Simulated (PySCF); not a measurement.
The multiplicity is imposed and other spin states were not computed.

**[Ag(C2H4)(CN)] (charge 0, multiplicity 1)**

Computed with TPSSh-D3(BJ)/def2-TZVP // r2SCAN-D4/def2-SVP run with PySCF.

| Property | Value |
|---|---|
| HOMO | -7.18 eV |
| dipole moment | 9.16 D |
| LUMO | -2.76 eV |
| HOMO–LUMO gap | 4.42 eV |
| charge on the central atom (Mulliken) | 0.12 e |
| total energy | -318.4740 Ha |
| cost | roughly 3 core-minutes |

Bonds (Å): Ag1–C2 2.273, Ag1–C3 2.273, Ag1–C8 2.018, C2–C3 1.365, C2–H4 1.096, C2–H5 1.096, C3–H6 1.096, C3–H7 1.096, C8–N9 1.170. Angles (°): C2–Ag1–C3 34.9, C2–Ag1–C8 162.5, C3–Ag1–C8 162.5, Ag1–C2–C3 72.5, Ag1–C2–H4 102.7, Ag1–C2–H5 102.7, C3–C2–H4 121.3, C3–C2–H5 121.3, H4–C2–H5 116.7, Ag1–C3–C2 72.5, Ag1–C3–H6 102.7, Ag1–C3–H7 102.7, C2–C3–H6 121.3, C2–C3–H7 121.3, H6–C3–H7 116.7, Ag1–C8–N9 180.0.
Charge 0, spin multiplicity 1.
